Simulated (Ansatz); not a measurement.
Cost and result for the atomization energy of `[F][AlH][CH](F)[SiH3]` (10 atoms, 9 bonds).

```xyz
10

F    -0.405    2.515   -1.006
Al   -0.695    0.938   -1.394
C     0.432   -0.400   -0.489
F     0.111   -1.670   -1.024
Si    0.264   -0.450    1.392
H    -1.838    0.601   -2.420
H     1.490   -0.204   -0.715
H     0.746    0.857    1.912
H    -1.164   -0.626    1.771
H     1.060   -1.561    1.974
```

Charge 0, multiplicity 1. The geometry is a stationary point of PBE0-D4/def2-TZVP. It is one conformer, not always the lowest. Program: Ansatz. All runs use 4 threads of an Arm Neoverse V1 on a shared host. Times are those of one run each, without the atoms' runs, and a repeat can differ threefold. Electronic energies, without spin–orbit coupling; frozen cores. CCSD(T)/CBS adds CCSD(T) − MP2 in def2-TZVPP to the MP2 limit, and its time is that of the two runs behind it. T1 = 0.013. B3LYP takes the VWN-RPA correlation (the form of Gaussian; ORCA's B3LYP/G).

CCSD(T)/CBS is a level of theory with its own doubt, some kJ/mol a heavy atom from the limit and from the frozen cores, so smaller differences don't rank the functionals.

| level | functions | wall time |
| --- | --- | --- |
| PBE-D4/def2-TZVPP (with forces) | 247 | 2.4 s |
| PBE0-D4/def2-TZVPP | 247 | 2.9 s |
| B3LYP-D4/def2-TZVPP (with forces) | 247 | 4.8 s |
| r2SCAN-D4/def2-TZVPP (with forces) | 247 | 4.9 s |
| B2PLYP/def2-TZVPP | 247 | 5.5 s |
| ωB97X-V/def2-TZVPP | 247 | 8.5 s |
| ωB97M-V/def2-TZVPP (with forces) | 247 | 12 s |
| MP2/def2-QZVPP | 461 | 20 s |
| CCSD(T)/def2-TZVPP | 247 | 2.2 min |
| CCSD(T)/CBS(def2) | – | 2.5 min |

(1) What atomization energy does each give, and how far from CCSD(T)/CBS? (Estimate.)

Results:

(1) Ansatz gave: 
```json
{"level": "PBE-D4/def2-TZVPP (with forces)", "atomization (kcal/mol)": "802.6", "difference from CCSD(T)/CBS": "2.3", "per bond": "0.3"}
{"level": "PBE0-D4/def2-TZVPP", "atomization (kcal/mol)": "788.8", "difference from CCSD(T)/CBS": "-11.5", "per bond": "-1.3"}
{"level": "B3LYP-D4/def2-TZVPP (with forces)", "atomization (kcal/mol)": "795.0", "difference from CCSD(T)/CBS": "-5.3", "per bond": "-0.6"}
{"level": "r2SCAN-D4/def2-TZVPP (with forces)", "atomization (kcal/mol)": "799.3", "difference from CCSD(T)/CBS": "-1.0", "per bond": "-0.1"}
{"level": "B2PLYP/def2-TZVPP", "atomization (kcal/mol)": "787.9", "difference from CCSD(T)/CBS": "-12.4", "per bond": "-1.4"}
{"level": "ωB97X-V/def2-TZVPP", "atomization (kcal/mol)": "802.3", "difference from CCSD(T)/CBS": "2.0", "per bond": "0.2"}
{"level": "ωB97M-V/def2-TZVPP (with forces)", "atomization (kcal/mol)": "799.6", "difference from CCSD(T)/CBS": "-0.7", "per bond": "-0.1"}
{"level": "MP2/def2-QZVPP", "atomization (kcal/mol)": "805.1", "difference from CCSD(T)/CBS": "4.8", "per bond": "0.5"}
{"level": "CCSD(T)/def2-TZVPP", "atomization (kcal/mol)": "777.9", "difference from CCSD(T)/CBS": "-22.4", "per bond": "-2.5"}
{"level": "CCSD(T)/CBS(def2)", "atomization (kcal/mol)": "800.3", "difference from CCSD(T)/CBS": "0.0", "per bond": "0.0"}
```

From PBE to PBE0 (25 % exact exchange), in def2-TZVPP and without D4, the atomization energy moves by −13.1 kcal/mol: exact exchange takes away binding that semilocal exchange gives to molecules. In def2-TZVPP, CCSD(T) changes the Hartree–Fock value by +186.0 kcal/mol (the triples alone add +10.4 kcal/mol) and MP2 by +199.7 kcal/mol; breaking electron pairs costs correlation energy, which Hartree–Fock lacks. The D4 term adds +7.5 kcal/mol with B3LYP and +3.9 kcal/mol with PBE0; it sums over pairs of atoms, weighted by their polarisabilities, and B3LYP, whose exchange is more repulsive, gets the larger term.
